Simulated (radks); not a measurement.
The iodine ion I2+, configuration [Kr] 4d10 5s2 5p3 (the NIST ground configuration). All-electron calculation, scalar-relativistic Kohn-Sham, LDA (Slater exchange, VWN5 correlation), spin-unpolarised, spherical densities, finite nucleus; Fermi nuclear charge, rms radius 4.75 fm. Program: a radial shooting solver on a logarithmic mesh with Libxc functionals.

Unscreened Slater integrals over Kohn-Sham orbitals (hartree). Empty in this configuration: 5d.

\begin{tabular}{lr}
integral & value \\ \hline
F0(5p,5p) & 0.40914 \\
F2(5p,5p) & 0.22117 \\
F0(5p,5s) & 0.43984 \\
G1(5p,5s) & 0.29207 \\
F0(5p,4d) & 0.51115 \\
F2(5p,4d) & 0.14353 \\
G1(5p,4d) & 0.045202 \\
G3(5p,4d) & 0.042028 \\
F0(5p,4p) & 0.51939 \\
F2(5p,4p) & 0.12349 \\
G0(5p,4p) & 0.024187 \\
G2(5p,4p) & 0.031005 \\
F0(5p,5d) & 0.32020 \\
F2(5p,5d) & 0.15117 \\
G1(5p,5d) & 0.16862 \\
G3(5p,5d) & 0.10473 \\
F0(5s,5s) & 0.48121 \\
F0(5s,4d) & 0.58743 \\
G2(5s,4d) & 0.073413 \\
F0(5s,4p) & 0.59937 \\
G1(5s,4p) & 0.042852 \\
F0(5s,5d) & 0.33195 \\
G2(5s,5d) & 0.098078 \\
F0(4d,4d) & 0.98213 \\
F2(4d,4d) & 0.49636 \\
F4(4d,4d) & 0.32917 \\
F0(4d,4p) & 1.0503 \\
F2(4d,4p) & 0.53300 \\
G1(4d,4p) & 0.67852 \\
G3(4d,4p) & 0.42016 \\
F0(4d,5d) & 0.35801 \\
F2(4d,5d) & 0.064173 \\
F4(4d,5d) & 0.025994 \\
G0(4d,5d) & 0.014851 \\
G2(4d,5d) & 0.017361 \\
G4(4d,5d) & 0.014004 \\
F0(4p,4p) & 1.1350 \\
F2(4p,4p) & 0.59491 \\
F0(4p,5d) & 0.36161 \\
F2(4p,5d) & 0.054833 \\
G1(4p,5d) & 0.020142 \\
G3(4p,5d) & 0.015331 \\
F0(5d,5d) & 0.27597 \\
F2(5d,5d) & 0.14704 \\
F4(5d,5d) & 0.097975 \\
\end{tabular}

Derived for the open shells (J is the average intra-shell exchange parameter used in DFT+U). 5p: J = F2/5 = 0.04423 hartree.
